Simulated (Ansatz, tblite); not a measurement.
Forces on the cluster Sb₄⁻ at its PBE0-D4/def2-SVPD geometry. Total charge -1; doublet.

In the def2 sets Sb takes a core potential; there is no spin–orbit coupling. The xTB rows come from tblite. At PBE-D4/def2-TZVPD the charge -1 doublet is spin-contaminated (final ⟨S²⟩ up to 1.56, 0.75 for a pure state). Another isomer (doublet) lies 2.74 eV lower at PBE0-D4/def2-TZVPD; other spin states weren't run for this one.

GFN1-xTB (tblite), largest force 1.18 eV/Å:

```xyz
4
positions Å, forces eV/Å
Sb   -0.018   -0.579    2.453   -0.367    0.634   -0.926
Sb    1.561   -1.207   -2.166   -0.403    0.312    0.560
Sb   -1.671    1.883   -0.110    0.611   -0.822    0.589
Sb    0.128   -0.097   -0.176    0.159   -0.124   -0.222
```

GFN2-xTB (tblite), largest force 0.50 eV/Å:

```
Sb -0.079 0.178 -0.368
Sb -0.266 0.206 0.370
Sb 0.247 -0.307 0.137
Sb 0.098 -0.078 -0.139
```

PBE-D4/def2-TZVPD (Ansatz), largest force 0.56 eV/Å:

```
Sb -0.117 0.095 0.143
Sb -0.076 0.059 0.105
Sb -0.103 0.075 0.163
Sb 0.295 -0.229 -0.411
```
